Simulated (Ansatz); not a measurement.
System: SbI$_{2}$, charge 0, multiplicity 2. It need not be the lowest isomer of its formula. 
Geometry from a B3LYP-D3(BJ)/def2-TZVP (Ansatz, a first-principles code) optimisation:
SMILES: [Sb]([I])[I]
```xyz
3

Sb    -0.6115    -0.4885     0.8728
I     -1.0121     1.8900    -0.4090
I      1.6006    -1.4200    -0.4309
```
Charge 0, spin multiplicity 2.

Property: atomisation energy (electronic, to ground-state atoms), in kcal/mol. Correlated levels leave the core frozen unless marked. Open shells are spin-unrestricted. Spin-orbit coupling is left out. The frozen core is the preceding noble-gas configuration, with the filled d and f shells of earlier blocks. In def2 rows, elements after Kr have scalar-relativistic effective core potentials. STO-3G rows are all-electron and non-relativistic. The coupled-cluster limit lacks core correlation, which all-electron functionals hold. Basis-set limits of correlation are two-point, X^-3; Hartree-Fock from the larger set. The bracket is a focal-point correction in the basis named.

| level | program | atomisation energy (kcal/mol) |
|---|---|---|
| HF/def2-SVP | Ansatz | 44.6 |
| HF/def2-TZVPPD | Ansatz | 50.0 |

### Question
Predict the RI-MP2/CBS(def2-TZVPPD,def2-QZVPPD)+[CCSD(T)-MP2]/def2-TZVPPD result (Ansatz).

### Answer
107.3 kcal/mol
